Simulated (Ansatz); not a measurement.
CH$_{4}$AlFO$_{2}$S. Total charge 0; spin multiplicity 1. The bonds changed during the relaxation, so this is another structure than the one it started from.

```xyz
10

O    -0.749    0.146   -0.501
C     0.611    0.503    0.009
F     0.399    1.689    0.665
S     1.792    0.739   -1.333
O     0.927   -0.495    0.785
Al   -0.635   -1.417    0.720
H    -1.357    0.881   -0.353
H     1.238    1.873   -1.793
H    -1.654   -1.157    1.903
H    -0.572   -2.762   -0.101
```

Problem. List the harmonic frequencies (cm⁻¹, unscaled) at PBE0-D4/def2-TZVP in Ansatz. (Best estimate.)

Solution. Computed: 76, 238, 270, 302, 339, 350, 435, 445, 478, 509, 599, 633, 722, 756, 780, 896, 932, 1008, 1206, 1357, 1937, 1962, 2713, 3822.

Problem. Is this a minimum?

Solution. Yes, all 24 modes are real.

Problem. Give the ideal-gas thermochemistry at 298.15 K and 1 bar (rigid rotor, harmonic oscillator; point group C1, symmetry number 1).

Solution. Zero-point energy 136.2 kJ/mol; H(298) − E = 158.3 kJ/mol; entropy 353.0 J/(mol·K), of which translation 169.2, rotation 116.1, vibration 67.8; G(298) − E = 53.0 kJ/mol. Modes under 100 cm⁻¹ are hindered rotations or soft bends, so the harmonic entropy is rough.
